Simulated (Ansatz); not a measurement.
Cartesian coordinates (Å):
SMILES: S[SiH3]
```xyz
6

Si    -0.5166     0.0992     0.0445
S      1.3442    -0.8600     0.4746
H     -0.4568     1.5567     0.3217
H     -0.9211    -0.1024    -1.3698
H     -1.4970    -0.5480     0.9484
H      2.0460    -0.1441    -0.4201
```
Charge 0, multiplicity 1.

Computed with frozen-core CCSD(T)/cc-pVTZ // PBE0-D3(BJ)/def2-TZVP (Ansatz, a quantum-chemistry and plane-wave program).

| Property | Result |
|---|---|
| HF energy | -688.84614 Ha |
| MP2 correlation energy | -0.31095 Ha |

Problem. Estimate the CCSD correlation energy, the (T) correction, the total energy and the T1 diagnostic.

Solution. 
```
Property                         Value
-----------------------  -------------
CCSD correlation energy    -0.35205 Ha
(T) correction             -0.01318 Ha
CCSD(T) total energy     -689.21137 Ha
T1 diagnostic                    0.010
```
